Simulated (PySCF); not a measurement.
Al(Cl)(I)(OMe) (CH3AlClIO), SMILES [O]([Al]([I])[Cl])C.

Coordinates come from a B3LYP-D3(BJ)/def2-SVP optimisation. The structure was generated by enumeration; whether it is a known compound was not checked. The def2 effective core potentials stand for the cores of I; spin–orbit coupling is left out. Other conformers were not sampled.

The numbers are results of TDA-PBE/def2-SVPD run with PySCF 2.14.0, not measurements.

Vertical excitations. Isolated molecule, no solvent. State labels are in the subgroup Cs.

```csv
state,symmetry,energy (eV),λ (nm),f,main pairs
S1,A',4.81,258,0.018,HOMO→LUMO 99 %
S2,A",4.85,255,0.006,HOMO−1→LUMO 99 %
S3,A',5.22,237,0.017,HOMO−2→LUMO 89 %
S4,A",5.22,237,0.020,HOMO−3→LUMO 96 %
S5,A",5.25,236,0.000,HOMO→LUMO+1 97 %
S6,A",5.69,218,0.000,HOMO−2→LUMO+1 100 %
S7,A',5.71,217,0.060,"HOMO−1→LUMO+1 71 %, HOMO−4→LUMO 11 %"
S8,A',6.08,204,0.060,HOMO−3→LUMO+1 84 %
S9,A',6.14,202,0.107,HOMO−4→LUMO 80 %
S10,A",6.38,194,0.035,HOMO−5→LUMO 97 %
T1,A',4.54,273,0,HOMO→LUMO 100 %
T2,A",4.63,268,0,HOMO−1→LUMO 98 %
T3,A",4.92,252,0,HOMO−3→LUMO 97 %
T4,A',4.96,250,0,HOMO−2→LUMO 90 %
```
Triplets are in the Tamm–Dancoff approximation.
